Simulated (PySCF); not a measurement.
Computed shifts of a molecule CH8FNSi2, HF/pcSseg-1 run with PySCF, GIAO, gas phase, atoms alike by connectivity averaged where their shifts nearly agree, in ppm (number of nuclei): ²⁹Si: -4.5 (1), -35.6 (1). ¹⁹F: -170.3 (1). ¹³C: -0.7 (1). ¹⁵N: 4.8 (1). ¹H: 4.91 (1), 4.75 (1), 4.58 (1), 4.31 (1), 0.74 (1), 0.60 (2), 0.48 (1). References: ²⁹Si against TMS (σ = 393.8 ppm); ¹⁹F against CFCl3 (σ = 238.5 ppm); ¹³C against TMS (σ = 192.6 ppm); ¹⁵N against NH3 (σ = 267.3 ppm); ¹H against TMS (σ = 31.99 ppm), references at their B3LYP-D3(BJ)/def2-TZVP geometries, non-relativistic. Geometry: PBE0-D3(BJ)/def2-SVP. The values are those of a single conformer.

Question: Which molecule gave these data?
A) C[SiH2]N[SiH2]F
B) N[SiH2]C[SiH2]F
C) N[C@H]([SiH3])[SiH2]F
D) CN([SiH3])[SiH2]F

Answer: B, N[SiH2]C[SiH2]F
